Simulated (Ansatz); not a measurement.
Cost and result for the atomization energy of `[SiH3][SiH]1[CH2][AlH]1` (11 atoms, 11 bonds).

```tsv
atom	x (Å)	y (Å)	z (Å)
Si1	-0.372	1.921	-0.418
Si2	0.724	0.117	0.555
C3	0.416	-1.515	-0.438
Al4	-0.647	-1.653	1.188
H5	-0.506	3.055	0.535
H6	0.297	2.420	-1.653
H7	-1.742	1.469	-0.797
H8	2.131	0.420	0.942
H9	1.281	-2.188	-0.393
H10	0.076	-1.445	-1.470
H11	-1.658	-2.600	1.949
```

The species carries charge 0 and has multiplicity 1. All single points use the PBE0-D4/def2-TZVP geometry. Program: Ansatz. All runs use 2 threads of an AMD EPYC 7B13 on a shared host. Times are those of one run each, without the atoms' runs, and a repeat can differ threefold. Electronic energies, without spin–orbit coupling; frozen cores. CCSD(T)/CBS adds CCSD(T) − MP2 in def2-TZVPP to the MP2 limit, and its time is that of the two runs behind it. T1 = 0.014.

CCSD(T)/CBS is a level of theory with its own doubt, some kJ/mol a heavy atom from the limit and from the frozen cores, so smaller differences don't rank the functionals.

| level | functions | wall time | atomization (kJ/mol) | difference from CCSD(T)/CBS | per bond |
| --- | --- | --- | --- | --- | --- |
| LDA (SPW92)/def2-TZVPP | 255 | 2.4 s | 3671.6 | 376.1 | 34.2 |
| revPBE-D4/def2-TZVPP | 255 | 3.4 s | 3239.8 | -55.7 | -5.1 |
| PBE-D4/def2-TZVPP (with forces) | 255 | 3.9 s | 3292.3 | -3.2 | -0.3 |
| CCSD(T)/def2-SVP | 103 | 4.6 s | 3081.7 | -213.8 | -19.4 |
| BHLYP-D4/def2-TZVPP | 255 | 5.5 s | 3238.3 | -57.2 | -5.2 |
| r2SCAN-D4/def2-TZVPP (with forces) | 255 | 7.5 s | 3311.2 | 15.7 | 1.4 |
| r2SCANh-D4/def2-TZVPP | 255 | 8.5 s | 3299.3 | 3.8 | 0.3 |
| PBE-QIDH/def2-TZVPP | 255 | 9.5 s | 3265.5 | -30.0 | -2.7 |
| ωB97X-V/def2-TZVPP | 255 | 13 s | 3320.9 | 25.4 | 2.3 |
| ωB97M-V/def2-TZVPP (with forces) | 255 | 19 s | 3293.3 | -2.2 | -0.2 |
| MP2/def2-QZVPP | 477 | 36 s | 3251.7 | -43.8 | -4.0 |
| CCSD(T)/def2-TZVPP | 255 | 7.2 min | 3209.3 | -86.2 | -7.8 |
| CCSD(T)/CBS(def2) | – | 7.8 min | 3295.5 | 0.0 | 0.0 |

From PBE to PBE0 (25 % exact exchange), in def2-TZVPP and without D4, the atomization energy moves by −10.8 kJ/mol: exact exchange takes away binding that semilocal exchange gives to molecules. Leaving LDA and LC-ωPBE aside and taking each functional with its dispersion term where it has one, the values, not all of them listed here, spread over 108.0 kJ/mol, from B2PLYP to B97M-V. LDA lies +404.6 kJ/mol from PBE without D4, its usual overbinding. The D4 term adds +41.2 kJ/mol with B3LYP and +21.7 kJ/mol with PBE0; it sums over pairs of atoms, weighted by their polarisabilities, and B3LYP, whose exchange is more repulsive, gets the larger term.

B3LYP here is the variant with VWN-RPA as its local correlation; programs differ in this.
